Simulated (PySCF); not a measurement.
**Radial density of Sm⁺ (samarium, charge +1)**

UHF, [Xe] 4f6 6s1, high-spin 8F determinant. All numbers are calculated (PySCF 2.14, the spin-free X2C one-electron Hamiltonian (Gaussian nucleus), in ANO-RCC-VTZP (8s7p5d3f2g1h, 104 functions)).

| r (bohr) | 4πr²ρ (e/bohr) | 4πr²(ρα − ρβ) |
| --- | --- | --- |
| 0.0201 | 79.23 | 0.0033 |
| 0.0339 | 73.12 | 0.0064 |
| 0.0570 | 102.7 | 0.0144 |
| 0.0959 | 94.47 | 0.0141 |
| 0.161 | 88.38 | 0.2679 |
| 0.271 | 68.96 | 1.7906 |
| 0.456 | 41.43 | 5.4979 |
| 0.767 | 29.42 | 5.9895 |
| 1.29 | 10.38 | 2.6121 |
| 2.17 | 3.092 | 0.3405 |
| 3.65 | 0.4342 | 0.3289 |
| 6.14 | 0.08211 | 0.0820 |
| 10.3 | 0.001077 | 0.0011 |

Densities and radii are taken from the X2C orbitals without a picture-change correction, which distorts them close to the nucleus.

Spin-orbit coupling, absent here, splits the open shell strongly.
